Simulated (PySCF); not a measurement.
N,N-disilylpropan-2-amine (C3H13NSi2), SMILES CC(C)N([SiH3])[SiH3].

The structure is a stationary point at B3LYP-D3(BJ)/def2-SVP. One conformer was computed; it need not be the lowest.

All values below come from M06-2X/def2-TZVP (PySCF).

**Question.** Estimate the frontier levels, gap, dipole moment. (The exact figures need the calculation; the answer reports its results.)

**Answer.** 
```
Item                                                                                                           Result
---------------------------------------------------------------------------------------------  ----------------------
highest occupied level                                                                                       -8.18 eV
lowest empty level                                                                                            0.97 eV
orbital gap                                                                                                   9.15 eV
dipole moment                                                                                                  1.11 D
quadrupole, principal values (traceless, Buckingham form, about the centre of nuclear charge)  -1.51, -1.13, 2.64 D·Å
```
